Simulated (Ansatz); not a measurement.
`C[SiH](Cl)[GeH3]` + `C[SeH]` → `C[Se][GeH3]` + `C[SiH2]Cl` at 700 K and 1 bar (cleavage of the Ge–Si bond).

Program: Ansatz. Geometries: PBE0-D4/def2-TZVP. ΔE: electronic, gas phase. CCSD(T)/CBS is the MP2 limit (def2-TZVPP, def2-QZVPP) plus CCSD(T) − MP2 in def2-TZVPP, frozen cores. For Ge, Se outer-core shells are correlated without core-valence functions, which leaves a few kJ/mol of doubt a bond. Scalar relativity is left out up to krypton.

| species | CCSD(T)/CBS energy (Eh) | H − E (kJ/mol) | S (J/(mol·K)) |
| --- | --- | --- | --- |
| `C[SiH](Cl)[GeH3]` | -2867.29429 | 271.2 | 502.3 |
| `C[SeH]` | -2441.15625 | 157.6 | 325.3 |
| `C[Se][GeH3]` | -4518.49012 | 227.2 | 439.1 |
| `C[SiH2]Cl` | -789.97638 | 201.9 | 383.2 |

H − E and S are ideal-gas, rigid-rotor, harmonic terms from PBE0-D4/def2-TZVP, for one conformer and one mirror image of each species. 1 Eh = 2625.50 kJ/mol, R = 8.31446 J/(mol·K).

By hand: ΔE, ΔH, ΔS and ΔG.

ΔE = (-4518.49012) + (-789.97638) − (-2867.29429) − (-2441.15625) = -0.01596 Eh = -41.9 kJ/mol. Δ(H − E) = 227.2 + 201.9 − 271.2 − 157.6 = 0.3, so ΔH = -41.6 kJ/mol. ΔS = 439.1 + 383.2 − 502.3 − 325.3 = -5.3 J/(mol·K). ΔG = -41.6 − 700 × (-5.3)/1000 = -37.9 kJ/mol.

By hand: the equilibrium constant, and the temperature at which ΔG would vanish if ΔH and ΔS stayed fixed.

log₁₀ K = −ΔG/(RT ln 10) = 2.8. ΔG = 0 at ΔH/ΔS = 7849 K, far beyond where these terms or the molecules hold.

The number of gas molecules stays the same, so ΔS is small and ΔH decides. A doubt of 5 kJ/mol in ΔE shifts log₁₀ K by 0.4 here. Other conformers and mirror images would add mixing entropy, several J/(mol·K) or more a flexible species. These are equilibria of isolated gas molecules and say nothing of rates. Largest T1 diagnostic: 0.011 (customary marks: 0.02 for closed shells, 0.045 for open ones).
